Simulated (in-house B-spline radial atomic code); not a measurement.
Configurations of Rb3+, with energies counted from [Ar] 3d10 4s2 4p4. Computed with a B-spline radial code for spherical atoms: Dirac-Hartree-Fock, average of configuration, Fermi nucleus of rms radius 4.2036 fm. Energies include first-order Breit, QED and recoil terms.

Occupations are held fixed; configurations that lie above the ionisation limit could autoionise.

| configuration | E - E(ref) (eV) | highest orbital | its <r> (bohr) |
| --- | --- | --- | --- |
| [Ar] 3d10 4s2 4p3 5d1 | 37.881 | 5d5/2 | 4.943 |
| [Ar] 3d10 4s1 4p4 4d1 | 43.07 | 4d5/2 | 2.177 |
| [Ar] 3d10 4s2 4p3 8s1 | 46.344 | 8s1/2 | 13.29 |
| [Ar] 3d10 4s2 4p3 8d1 | 47.93 | 8d5/2 | 17.14 |
| [Ar] 3d10 4s2 4p3 7g1 | 48.06 | 7g7/2 | 15.83 |
| [Ar] 3d10 4s1 4p4 5d1 | 57.363 | 5d5/2 | 4.916 |
| [Ar] 3d10 4s1 4p4 8f1 | 68.57 | 8f5/2 | 21.63 |
| [Ar] 3d9 4s2 4p4 4f1 | 140.2 | 4f5/2 | 4.114 |
| [Ar] 3d9 4s2 4p4 7s1 | 145.32 | 7s1/2 | 9.086 |

Q: Order these further configurations by energy, lowest first.
A. [Ar] 3d10 4s2 4p3 8f1
B. [Ar] 3d9 4s2 4p4 5s1
C. [Ar] 3d9 4s2 4p4 5f1
D. [Ar] 3d9 4s2 4p4 5g1
E. [Ar] 3d10 4s2 4p3 7s1

A: E (43.576 eV), A (49.002 eV), B (127.78 eV), C (145.25 eV), D (145.65 eV).

Q: How far above the reference does [Ar] 3d9 4s2 4p4 8f1 lie?

A: 150.84 eV; its least bound orbital is 8f5/2 with <r> = 21.56 bohr.

Q: How far above the reference does [Ar] 3d10 4s2 4p3 7d1 lie?

A: 46.232 eV; its least bound orbital is 7d5/2 with <r> = 12.33 bohr.

Q: How far above the reference does [Ar] 3d10 4s1 4p4 8g1 lie?

A: 68.68 eV; its least bound orbital is 8g7/2 with <r> = 21.44 bohr.
